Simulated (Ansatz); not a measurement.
CHOS (SMILES [OH+]=C=S), charge +1, singlet, at a GFN2-xTB geometry. Base run: B3LYP/STO-3G run with Ansatz (an electronic-structure program).

Here is a job for Ansatz.
Ansatz 0.2 input:
```yaml
crystal:
  periodic: [false, false, false]
  atoms:
    - {symbol: O, position_ang: [-0.05168487, 0.00758199, -1.62217986]}
    - {symbol: C, position_ang: [0.02888989, -0.02120432, -0.40228227]}
    - {symbol: S, position_ang: [-0.02233192, 0.02665716, 1.10304489]}
    - {symbol: H, position_ang: [0.59745029, -0.35994452, -2.25758581]}
basis:
  gaussian:
    orbitals: STO-3G
hamiltonian:
  xc: b3lyp
total_charge: 1
```

Each row names what was changed in the base input (with any setting that the change needs).

```json
[
 {"change": "base", "ΔE vs base (kcal/mol)": "0.000"},
 {"change": "nuclear_model = gaussian", "ΔE vs base (kcal/mol)": "0.138"},
 {"change": "final_grid = 6, 12, 29", "ΔE vs base (kcal/mol)": "-0.001"},
 {"change": "point_charge = charge:0.5 position_ang:3.3802, -0.259, 2.8858", "ΔE vs base (kcal/mol)": "35.87"},
 {"change": "point_charge = charge:1.0 position_ang:-1.5233, 3.9665, -3.0082", "ΔE vs base (kcal/mol)": "61.25"},
 {"change": "lower_state_search = off", "ΔE vs base (kcal/mol)": "0.000"},
 {"change": "final_grid = 10, 20, 41", "ΔE vs base (kcal/mol)": "0.000"},
 {"change": "final_grid = 4, 8, 17", "ΔE vs base (kcal/mol)": "0.002"},
 {"change": "fitting.mean_field = cc-pVTZ-JKFIT", "ΔE vs base (kcal/mol)": "-0.097"},
 {"change": "point_charge = charge:-1.0 position_ang:-3.1654, 3.1167, 0.9121", "ΔE vs base (kcal/mol)": "-66.8"},
 {"change": "lower_state_search = full", "ΔE vs base (kcal/mol)": "0.000"}
]
```
